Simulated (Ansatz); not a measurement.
CH$_{6}$AlBOSi (`C[Si]1(O)[BH][AlH]1`) at its PBE0-D4/def2-TZVP geometry, where that method's forces vanish. The species carries charge 0 and has multiplicity 1.

```xyz
11

C    -0.7063    0.9880   -0.7166
Si   -0.3646   -0.7010    0.0297
O    -1.6866   -1.5743   -0.4175
B     1.1450   -1.1100    1.0055
Al    1.8322    0.7112    0.7796
H    -0.8169    0.8963   -1.8002
H    -1.6405    1.3872   -0.3132
H     0.0628    1.7547   -0.5435
H    -1.6927   -2.4873   -0.1204
H     1.5664   -2.0748    1.5572
H     2.3012    2.2100    0.5395
```

**Question.** What forces (eV/Å) does PBE-D4/def2-TZVPP give on these atoms in the Gaussian-basis code of Ansatz? (Estimate.)

**Answer.** The calculation gave: 
```
C1  -0.008 -0.025  0.003
Si2  0.321  0.158  0.128
O3  -0.459  0.119 -0.295
B4   0.086 -0.077  0.073
Al5  0.048 -0.012  0.029
H6  -0.021 -0.004 -0.212
H7  -0.179  0.089  0.073
H8   0.145  0.140  0.034
H9  -0.009 -0.430  0.137
H10  0.047 -0.097  0.058
H11  0.030  0.138 -0.029
```
